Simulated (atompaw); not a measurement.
**Sc (Z = 21): one change to a PAW (atompaw) potential, before and after**

```
Element                 : scandium
Generator               : atompaw 4.2.0.5
Type                    : PAW
Functional              : PBE
Relativity              : scalar-relativistic
Frozen core             : [Ne]
Valence charge          : 11
Reference configuration : 3s2 3p6 3d1 4s1 4p0 (charge +1)
Partial waves           : 3s (bound): rc 1.40 bohr; 4s (bound): rc 1.95 bohr; 3p (bound): rc 1.80 bohr; 4p (bound, empty): rc 3.00 bohr; 3d (bound): rc 3.00 bohr; 3d channel at 3.95 Ry: rc 3.00 bohr
Local potential         : troulliermartins scheme with l = 3 at 0.5 Ry, radius 2.40 bohr
Core correction         : smooth core density matched at 1.60 bohr
Augmentation charge     : gaussian compensation charge, radius 2.55 bohr; PAW radius 3.00 bohr; waves and projectors: modrrkj vanderbiltortho
```

All-electron outer shells of the reference configuration (PBE, scalar-relativistic, ld1.x):

```tsv
shell	level (eV)	outermost node (bohr)	outermost maximum (bohr)
2p	-395.28	–	0.23
3s	-62.04	0.42	0.92
3p	-40.62	0.39	0.97
3d	-9.97	–	1.10
4s	-9.73	1.32	2.91
4p	-6.32	1.47	3.55
```

Change: all radii scaled by about 0.83 (s 1.16, p 1.50, d 2.50 bohr); local potential troulliermartins scheme with l = 3 at 0.5 Ry, radius 2.00 bohr; augmentation gaussian compensation charge, radius 2.12 bohr; PAW radius 2.50 bohr; waves and projectors: modrrkj vanderbiltortho; core correction smooth core density matched at 1.34 bohr.

Cutoffs: the cutoffs (Ry, on a coarse ladder) from which the occupation-weighted sum of valence levels, in a spherical-Bessel basis at the reference potential, stays within 10 and 1 mRy of its value at 400 Ry; they do not see the model core or the augmentation charge, which bear on the density cutoff.

Problem. What does the change do?

Solution. The potential gets harder (21 Ry and 40 Ry → 35 Ry and 60 Ry); a bound ghost appears in d, p, which as a rule spoils a file. A smaller radius makes the pseudo-wave follow the all-electron one further in, where it bends more sharply, so more plane waves are needed.

| quantity | base | changed |
| --- | --- | --- |
| cutoff, loose | 21 Ry | 35 Ry |
| cutoff, tight | 40 Ry | 60 Ry |
| loose cutoff by channel (10 mRy a level) | s 15 Ry, p 18 Ry, d 8 Ry | s 15 Ry, p 25 Ry, d 10 Ry |
| bound ghosts | none | d, p |
| lowest overlap eigenvalue by channel | s 0.74, p 1.00, d 0.76 | s 0.46, p 0.43, d 0.94 |

 A true bound ghost makes a file unfit for plane-wave use even where its test errors are small: the radial tests pick states by their node count and pass the ghost by. The cutoffs see the waves, projectors and local potential, not the compensation charge or the core.
